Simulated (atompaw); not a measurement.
**Scattering properties, PAW (atompaw) potential for Ag (Z = 47)**

```json
{
 "Element": "silver",
 "Generator": "atompaw 4.2.0.5",
 "Type": "PAW",
 "Functional": "LDA (PW92)",
 "Relativity": "scalar-relativistic",
 "Frozen core": "[Kr]",
 "Valence charge": "11",
 "Reference configuration": "4d9.5 5s0 5p0 (charge +1.5)",
 "Partial waves": "5s (bound, empty): rc 2.00 bohr; 5s channel at 3.45 Ry: rc 2.00 bohr; 5p (bound, empty): rc 2.55 bohr; 5p channel at 0.75 Ry: rc 2.55 bohr; 4d (bound): rc 2.55 bohr; 4d channel at -0.45 Ry: rc 2.55 bohr",
 "Local potential": "vpsmatchnc scheme with l = 3 at 0.5 Ry, radius 1.90 bohr",
 "Core correction": "smooth core density matched at 1.40 bohr",
 "Augmentation charge": "besselshape compensation charge, radius 2.00 bohr; PAW radius 2.55 bohr; waves and projectors: modrrkj vanderbiltortho"
}
```

The phase is arctan(r·u′/u) with u = r·R(r), unwrapped; energies in Ry, scanned from -4 to 5 Ry. A pole is an energy at which the radial function vanishes at the test radius. The pseudo phase is shifted by a multiple of π to meet the all-electron one at the reference energy, and phase errors are pseudo minus all-electron; the curves can meet again beyond the range given. Levels narrower than the energy grid can be missing from the lists of poles. Where the grid stepped over a known ghost or core level, its pole and its step of π were put in at the level’s energy.

Q: For each channel, where are the poles, and over which energies does the pseudopotential scatter like the atom?

A:

```
channel  radius (bohr)  reference energy (Ry)  poles, all-electron  poles, pseudo  unbroken range about the reference energy with phases within 0.05 rad  phase error 1 Ry above the reference energy (rad)
      s           2.57                  -1.19                 0.80    -3.21, 1.27                                                            -1.4 to 1.5                                             +0.045
      p           2.57                  -0.75                 2.07    -1.90, 2.10                                                            -1.8 to 4.3                                             +0.000
      d           2.57                  -1.64          -1.43, 4.41          -1.43                                                            -4.0 to 0.8                                             +0.000
```

Note: ghost states, extra bound levels that the all-electron valence spectrum of the same l lacks: d at -55.3 eV, s at -43.7 eV, p at -25.9 eV. A true bound ghost makes a file unfit for plane-wave use.

Phases in the p channel:

```
E (Ry)  all-electron  pseudo
 -4.00         1.340   4.468
 -3.52         1.315   4.443
 -3.04         1.283   4.410
 -2.56         1.237   4.360
 -2.08         1.167   4.258
 -1.60         1.044   1.062
 -1.12         0.779   0.781
 -0.64         0.085   0.085
 -0.16        -0.829  -0.828
  0.32        -1.223  -1.222
  0.80        -1.389  -1.389
  1.28        -1.480  -1.480
  1.76        -1.540  -1.539
  2.24        -1.586  -1.582
  2.72        -1.624  -1.617
  3.20        -1.661  -1.648
  3.68        -1.701  -1.678
  4.16        -1.749  -1.708
  4.64        -1.814  -1.742
```
